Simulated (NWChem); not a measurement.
The numbers come from NWChem runs, not from measurements. System: C$_{2}$H$_{5}$S, charge 0, spin multiplicity 2, at a geometry optimised with UPBE0/def2-SVP. The structure started from a generated list of species. Its SCF solution wasn't tested for a lower state. Level: UHF/def2-TZVP.

Part of the output:

```
             Northwest Computational Chemistry Package (NWChem) 7.3.0
             --------------------------------------------------------

                                NWChem Input Module
                                -------------------

 Scaling coordinates for geometry "geometry" by  1.889725989
 (inverse scale =  0.529177249)

                             Geometry "geometry" -> ""
                             -------------------------

 Output coordinates in angstroms (scale by  1.889725989 to convert to a.u.)

  No.       Tag          Charge          X              Y              Z
 ---- ---------------- ---------- -------------- -------------- --------------
    1 C                    6.0000    -1.68637700     0.14769600     0.08606500
    2 C                    6.0000    -0.38907100    -0.51507400     0.37299400
    3 S                   16.0000     1.13392500     0.08702500    -0.19770600
    4 H                    1.0000    -1.99346700     0.04277100    -0.97399000
    5 H                    1.0000    -2.48902500    -0.28462600     0.70266800
    6 H                    1.0000    -1.64963900     1.23051400     0.29895100
    7 H                    1.0000    -0.35041700    -1.57081700     0.65460000
    8 H                    1.0000     0.79243300     1.39403000    -0.27328200

 Effective nuclear repulsion energy (a.u.)      99.5077051980

            Nuclear Dipole moment (a.u.)
            ----------------------------
        X                 Y               Z
 ---------------- ---------------- ----------------
    -0.0000056692     0.0000075589     0.0000094486


 Summary of "ao basis" -> "" (spherical)
 ------------------------------------------------------------------------------
       Tag                 Description            Shells   Functions and Types
 ---------------- ------------------------------  ------  ---------------------
 *                         def2-tzvp                  on all atoms

 Summary of "ao basis" -> "ao basis" (spherical)
 ------------------------------------------------------------------------------
       Tag                 Description            Shells   Functions and Types
 ---------------- ------------------------------  ------  ---------------------
 C                         def2-tzvp                11       31   5s3p2d1f
 S                         def2-tzvp                13       37   5s5p2d1f
 H                         def2-tzvp                 4        6   3s1p

                                 NWChem SCF Module
                                 -----------------

  ao basis        = "ao basis"
  functions       =   129
  atoms           =     8
  alpha electrons =    17
  beta  electrons =    16
  charge          =   0.00
  wavefunction    = UHF
  use symmetry    = F
  symmetry adapt  = F

 Summary of "ao basis" -> "ao basis" (spherical)
 ------------------------------------------------------------------------------
       Tag                 Description            Shells   Functions and Types
 ---------------- ------------------------------  ------  ---------------------
 C                         def2-tzvp                11       31   5s3p2d1f
 S                         def2-tzvp                13       37   5s5p2d1f
 H                         def2-tzvp                 4        6   3s1p

 Forming initial guess at       0.1s

 Starting SCF solution at       0.1s

 ----------------------------------------------
         Quadratically convergent UHF

 Convergence threshold     :          1.000E-07
 Maximum no. of iterations :          100
 Integral*density screening:          1.000E-09
 ----------------------------------------------

              iter       energy          gnorm     gmax       time
             ----- ------------------- --------- --------- --------
                 1     -476.1553954157  6.66D-01  2.41D-01      3.6
                 2     -476.1728009109  8.96D-02  1.50D-02      3.9
                 3     -476.1751096430  7.38D-03  1.69D-03      5.4
                 4     -476.1751331761  3.41D-05  6.74D-06      8.3
                 5     -476.1751331768  7.30D-09  9.53D-10     14.0

       Final UHF  results
       ------------------

         Total SCF energy =   -476.175133176761
[...]
    35      0.517557  2 C  s                 80      0.497504  3 S  px

                     UHF Final Beta Molecular Orbital Analysis
                     -----------------------------------------

 Vector   14  Occ=1.000000D+00  E=-5.103456D-01
              MO Center= -5.2D-01, -1.2D-01,  2.0D-01, r^2= 3.1D+00
   Bfn.  Coefficient  Atom+Function         Bfn.  Coefficient  Atom+Function
  ----- ------------  ---------------      ----- ------------  ---------------
   119      0.209199  7 H  s                 78      0.203709  3 S  py
    38     -0.190154  2 C  py                 7      0.169702  1 C  py
    41     -0.151537  2 C  py               125      0.151085  8 H  s

 Vector   15  Occ=1.000000D+00  E=-4.597911D-01
              MO Center=  6.1D-01, -1.3D-02, -1.1D-01, r^2= 2.9D+00
   Bfn.  Coefficient  Atom+Function         Bfn.  Coefficient  Atom+Function
  ----- ------------  ---------------      ----- ------------  ---------------
    77      0.362192  3 S  px                80      0.225977  3 S  px
    67      0.206541  3 S  s                 66      0.204574  3 S  s
    37     -0.169431  2 C  px                74      0.167778  3 S  px
     6      0.151868  1 C  px

 Vector   16  Occ=1.000000D+00  E=-3.795329D-01
              MO Center=  9.0D-01,  5.2D-02, -1.2D-01, r^2= 1.9D+00
   Bfn.  Coefficient  Atom+Function         Bfn.  Coefficient  Atom+Function
  ----- ------------  ---------------      ----- ------------  ---------------
    79      0.458139  3 S  pz                82      0.330484  3 S  pz
    76      0.204729  3 S  pz                77      0.177815  3 S  px
    70     -0.163391  3 S  pz

 Vector   17  Occ=0.000000D+00  E= 1.192230D-01
              MO Center= -2.3D-01, -2.3D-01,  2.8D-01, r^2= 3.6D+00
   Bfn.  Coefficient  Atom+Function         Bfn.  Coefficient  Atom+Function
  ----- ------------  ---------------      ----- ------------  ---------------
    45      0.704860  2 C  pz               102      0.571289  4 H  s
    82     -0.457789  3 S  pz               126     -0.428659  8 H  s
   114     -0.415738  6 H  s                 36      0.379580  2 C  s
    39      0.237494  2 C  pz                81      0.224533  3 S  py
    13      0.205633  1 C  py                67      0.190209  3 S  s

 Vector   18  Occ=0.000000D+00  E= 1.368759D-01
              MO Center= -6.5D-01,  7.6D-01, -8.5D-02, r^2= 7.0D+00
   Bfn.  Coefficient  Atom+Function         Bfn.  Coefficient  Atom+Function
  ----- ------------  ---------------      ----- ------------  ---------------
     5      5.051993  1 C  s                114     -1.741373  6 H  s
   102     -1.615132  4 H  s                108     -1.351650  5 H  s
   126     -1.160407  8 H  s                 36     -0.992642  2 C  s
    81      0.790218  3 S  py                67      0.706578  3 S  s
    44     -0.692544  2 C  py                 4     -0.598488  1 C  s

 Vector   19  Occ=0.000000D+00  E= 1.661105D-01
              MO Center= -1.0D+00,  7.1D-02,  1.3D-01, r^2= 8.0D+00
   Bfn.  Coefficient  Atom+Function         Bfn.  Coefficient  Atom+Function
  ----- ------------  ---------------      ----- ------------  ---------------
     5      5.733294  1 C  s                108     -2.030690  5 H  s
    36     -1.886505  2 C  s                102     -1.326812  4 H  s
   126      1.195440  8 H  s                114     -1.159186  6 H  s
    43      1.049157  2 C  px               120     -0.839658  7 H  s
    44     -0.828820  2 C  py                67     -0.715134  3 S  s

 center of mass
 --------------
 x =   0.17388215 y =  -0.02502473 z =  -0.01239603

 moments of inertia (a.u.)
 ------------------
          52.808792494212         -10.340466522119          40.589388709519
         -10.340466522119         340.464899104252          14.289042647815
          40.589388709519          14.289042647815         357.160611246326

  Mulliken analysis of the total density
  --------------------------------------

    Atom       Charge   Shell Charges
 -----------   ------   -------------------------------------------------------
    1 C    6     6.29   0.85  1.12  0.47  0.67  0.07  1.25  1.41  0.36  0.02  0.06  0.00
    2 C    6     6.16   0.85  1.12  0.48  0.69  0.10  1.19  1.36  0.27  0.02  0.08  0.01
    3 S   16    16.13   2.01  0.49  1.48  1.04  0.76  4.18  1.69  0.89  2.31  1.13  0.05  0.10  0.01
    4 H    1     0.89   0.26  0.49  0.12  0.02
    5 H    1     0.89   0.26  0.49  0.11  0.02
    6 H    1     0.90   0.26  0.50  0.12  0.02
    7 H    1     0.87   0.26  0.49  0.09  0.02
    8 H    1     0.87   0.23  0.50  0.12  0.02

  Mulliken analysis of the alpha density
  --------------------------------------

    Atom       Charge   Shell Charges
 -----------   ------   -------------------------------------------------------
    1 C    6     3.08   0.43  0.56  0.23  0.32  0.03  0.61  0.67  0.17  0.01  0.04  0.00
    2 C    6     3.62   0.43  0.56  0.26  0.37  0.06  0.78  0.91  0.20  0.01  0.04  0.00
    3 S   16     8.08   1.00  0.24  0.74  0.52  0.38  2.09  0.85  0.45  1.16  0.57  0.03  0.06  0.01
    4 H    1     0.48   0.14  0.26  0.07  0.01
    5 H    1     0.45   0.13  0.25  0.06  0.01
    6 H    1     0.46   0.13  0.25  0.06  0.01
    7 H    1     0.39   0.12  0.22  0.04  0.01
    8 H    1     0.44   0.12  0.25  0.06  0.01

   Mulliken analysis of the beta density
   -------------------------------------

    Atom       Charge   Shell Charges
 -----------   ------   -------------------------------------------------------
    1 C    6     3.22   0.43  0.56  0.24  0.35  0.04  0.64  0.73  0.19  0.01  0.02  0.00
    2 C    6     2.55   0.43  0.56  0.22  0.31  0.04  0.41  0.45  0.08  0.01  0.04  0.00
    3 S   16     8.05   1.00  0.24  0.74  0.52  0.38  2.09  0.85  0.44  1.15  0.56  0.02  0.04  0.01
    4 H    1     0.41   0.12  0.23  0.05  0.01
    5 H    1     0.44   0.13  0.24  0.05  0.01
    6 H    1     0.44   0.13  0.24  0.06  0.01
    7 H    1     0.47   0.14  0.27  0.06  0.01
    8 H    1     0.43   0.12  0.25  0.06  0.01

   Mulliken analysis of the spin density
   -------------------------------------

    Atom       Charge   Shell Charges
 -----------   ------   -------------------------------------------------------
    1 C    6    -0.14  -0.00  0.00 -0.01 -0.02 -0.00 -0.04 -0.06 -0.03  0.00  0.02  0.00
    2 C    6     1.07   0.00 -0.00  0.04  0.06  0.02  0.37  0.46  0.12 -0.00  0.00 -0.00
    3 S   16     0.04   0.00  0.00 -0.00  0.00 -0.00  0.00 -0.00  0.01  0.00  0.00  0.01  0.02  0.00
    4 H    1     0.07   0.02  0.04  0.02 -0.00
    5 H    1     0.01   0.00  0.01  0.00 -0.00
    6 H    1     0.02   0.01  0.01  0.00 -0.00
    7 H    1    -0.08  -0.01 -0.05 -0.02  0.01
    8 H    1     0.00   0.00  0.00  0.00  0.00

       Multipole analysis of the density wrt the origin
       ------------------------------------------------

     L   x y z        total         alpha         beta         nuclear
     -   - - -        -----         -----         ----         -------
     0   0 0 0     -0.000000    -17.000000    -16.000000     33.000000

     1   1 0 0     -0.541276     -0.031973     -0.509298     -0.000006
     1   0 1 0      0.147360      0.387231     -0.239879      0.000008
     1   0 0 1      0.024553     -0.300324      0.324868      0.000009

     2   2 0 0    -20.877460   -105.007703   -102.226618    186.356860
     2   1 1 0      0.619628     -2.806066     -2.056760      5.482454
     2   1 0 1     -0.284977     10.955253     10.453767    -21.693997
     2   0 2 0    -18.041310    -23.764057    -22.316026     28.038773
     2   0 1 1     -0.729299      4.553342      4.126210     -9.408851
     2   0 0 2    -21.750398    -18.763742    -15.626608     12.639952

 Task  times  cpu:       14.1s     wall:       14.1s

 Total times  cpu:       14.1s     wall:       14.1s
```

Task: Write an NWChem input that would produce this output.

Result: Several could match; the one computed here: 
```
start mol
memory heap 200 mb stack 900 mb global 1100 mb
geometry units angstroms nocenter noautoz noautosym
  C     -1.686377     0.147696     0.086065
  C     -0.389071    -0.515074     0.372994
  S      1.133925     0.087025    -0.197706
  H     -1.993467     0.042771    -0.973990
  H     -2.489025    -0.284626     0.702668
  H     -1.649639     1.230514     0.298951
  H     -0.350417    -1.570817     0.654600
  H      0.792433     1.394030    -0.273282
end
basis spherical
  * library def2-tzvp
end
scf
  uhf
  nopen 1
  maxiter 100
  thresh 1e-7
  semidirect memsize 60000000 filesize 0
  # guess.movecs holds the orbitals of an unrestricted PBE0 run
  vectors input guess.movecs output mol.movecs
end
task scf energy
```
